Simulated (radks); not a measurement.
Values are calculated unless marked as measured or tabulated.
Numerical settings for the rhodium ion Rh2+, [Kr] 4d7. Code: a radial shooting solver on a logarithmic mesh with Libxc functionals. Model: Dirac Kohn-Sham, PBE, spin-unpolarised, spherical densities, finite nucleus; open shells are shared between the two j in proportion to 2j + 1; Fermi nuclear charge, rms radius 4.4945 fm. The defaults (mesh step 0.008 in ln r, mesh end at 40 bohr or more with all orbitals vanishing there, Anderson mixing 0.5 over 9 steps, residual threshold near 1e-9 with the energy settled to 1e-9 hartree or 1e-11 of itself, here a cap of 83 iterations) give E = -4783.9499 hartree and 4d5/2 at -25.561 eV in 14 iterations. Run on one thread of a shared host, so times are rough (Arm Neoverse V1): 0.11 s of CPU time, 0.11 s wall, 14 iterations on 2198 mesh points. Changes against that run (0 stands for a change within the tolerance of the run):

setting,iterations,converged,E (mhartree),e(4d5/2) (meV),CPU (s)
mesh step in ln r 0.05,14,yes,+0.0215,-0.00793,0.03
mesh step in ln r 0.08,4,no,diverged,-,0.02
mesh step in ln r 0.2,83,no,diverged,-,0.25
mesh end (bohr) 400,14,yes,0,0,0.12
mesh end (bohr) 2,13,level above zero,+5.68e+03,+3.79e+04,0.08
residual threshold 1e-05,10,yes,0,+0.0982,0.09
residual threshold 1e-13,24,yes,0,0,0.15
mixing 1.5,15,yes,0,0,0.12
"linear mixing, mixing 0.5",30,yes,0,0,0.19
"linear mixing, mixing 0.8",69,yes,0,0,0.43
mixing history 20,19,yes,0,0,0.14
iteration cap 3,3,no,+21.4,-916,0.03

Settled on a wrong energy, with an occupied level pushed above zero by the early mesh end: mesh end (bohr) 2 (+5.68 hartree). Apart from these: no run marked as converged misses the energy by more than 1 mhartree. A mesh that ends early acts as a hard wall.
